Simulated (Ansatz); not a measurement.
Calculated with Ansatz (gas phase, PBE0-D4/def2-TZVP geometries, no zero-point term in ΔE). CBS: MP2 limit from def2 TZ/QZ plus the TZ coupled-cluster correction, frozen cores. This one scheme is used for every species, atoms too. DFT in def2-TZVPP. No spin–orbit coupling; open shells (•) take unrestricted orbitals. Spin–orbit coupling would lower the free atoms: a little for B, C, S, Si. Each species was taken in one conformer, which may not be the lowest.

`[SiH3]BCS[SiH3]` → B• + C• + 9 H• + S• + 2 Si•  (atomization)

`[SiH3]BCS[SiH3]`:

Z-matrix (Å, degrees):
```
Si
B 1 2.020
H 1 1.492 2 108.4
H 1 1.488 2 112.7 3 119.7
H 1 1.489 2 111.0 3 -118.4
C 2 1.555 1 124.1 3 63.3
H 2 1.200 1 120.8 3 -112.6
S 6 1.819 2 115.8 1 11.5
H 6 1.096 2 111.1 1 139.1
H 6 1.103 2 103.3 1 -108.6
Si 8 2.126 6 99.4 2 -170.1
H 11 1.488 8 111.0 6 -60.5
H 11 1.483 8 106.8 6 179.4
H 11 1.488 8 110.7 6 59.3
```

Task: What is ΔE at CCSD(T)/CBS? (An estimate is asked.)

Result: Ansatz gave: +1074.2 kcal/mol.

Task: What do these levels give: ωB97X-V, ωB97M-V, r2SCAN, HF/def2-TZVPP, MP2/def2-TZVPP, HF/def2-QZVPP? (Best estimate.)

Result: Ansatz gave: ωB97X-V 1084.3, ωB97M-V 1079.8, r2SCAN 1077.6, HF/def2-TZVPP 819.5, MP2/def2-TZVPP 1048.5, HF/def2-QZVPP 820.8 kcal/mol.

Largest T1 diagnostic among the species: 0.014.

In def2-TZVPP, CCSD(T) changes the Hartree–Fock value by +228.1 kcal/mol (the triples alone add +11.7 kcal/mol) and MP2 by +229.0 kcal/mol; breaking electron pairs costs correlation energy, which Hartree–Fock lacks. From PBE to PBE0 (25 % exact exchange), in def2-TZVPP and without D4, ΔE moves by −3.8 kcal/mol: exact exchange takes away binding that semilocal exchange gives to molecules. The D4 term adds +13.3 kcal/mol with B3LYP and +7.1 kcal/mol with PBE0; it sums over pairs of atoms, weighted by their polarisabilities, and B3LYP, whose exchange is more repulsive, gets the larger term.

B3LYP here is the variant with VWN-RPA as its local correlation; programs differ in this.

For atomizations the MP2-based limit and the directly extrapolated one differ by several kJ/mol either way, and by 10 to 25 for some Ge, Se and Sn compounds, so smaller differences from it don't rank the levels.
